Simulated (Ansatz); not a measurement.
CH7AlO2Si can be A, `[OH][AlH][CH2]O[SiH3]`, or B, `[CH3][Al]([OH])[SiH2]O`.

Gas-phase electronic energies from Ansatz, PBE0-D4/def2-TZVP geometries. CBS: MP2 limit from def2 TZ/QZ plus the TZ coupled-cluster correction, frozen cores. Functionals use def2-TZVPP. B3LYP here is the variant with VWN-RPA as its local correlation; programs differ in this. Each species was taken in one conformer, which may not be the lowest.

Problem. Which isomer does CCSD(T)/CBS put lower? Give the gap. (An estimate is asked.)

Solution. The calculation gave: B, by 106.5 kJ/mol.

Problem. Give E(B) − E(A) in kJ/mol with PBE0-D4, B2PLYP, MP2/def2-TZVPP, B3LYP, B3LYP-D4, HF/def2-TZVPP, CCSD(T)/def2-TZVPP. (Estimate.)

Solution. The calculation gave: PBE0-D4 -111.5, B2PLYP -105.1, MP2/def2-TZVPP -103.9, B3LYP -107.7, B3LYP-D4 -101.9, HF/def2-TZVPP -100.0, CCSD(T)/def2-TZVPP -103.2. None reverses the order clearly.

Largest T1 diagnostic: 0.013.

The D4 term adds +5.7 kJ/mol with B3LYP and +2.8 kJ/mol with PBE0; it sums over pairs of atoms, weighted by their polarisabilities, and B3LYP, whose exchange is more repulsive, gets the larger term. In def2-TZVPP, CCSD(T) changes the Hartree–Fock value by −3.3 kJ/mol (the triples alone add +0.9 kJ/mol) and MP2 by −4.0 kJ/mol.
